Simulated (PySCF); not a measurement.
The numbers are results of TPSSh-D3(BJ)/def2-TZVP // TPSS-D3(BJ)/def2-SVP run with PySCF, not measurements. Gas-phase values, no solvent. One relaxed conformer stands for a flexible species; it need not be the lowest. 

Reference species: [Cu(H2O)(CH3)] (neutral, multiplicity 1).

```json
{
  "coordination_number": "2",
  "HOMO": "-4.97 eV",
  "LUMO": "-1.12 eV"
}
```

After one change: the coordination number hardly moves; the HOMO rises by 0.27 eV; the LUMO rises by 0.24 eV.

### Question
What was changed between the two runs? The new species is one of these.
A) [Cu(CO)(CN)]
B) [Cu(CO)(CH3)]
C) [Cu(CO)(OH)]
D) [Cu(NH3)(OH)]

### Answer
D, [Cu(NH3)(OH)]
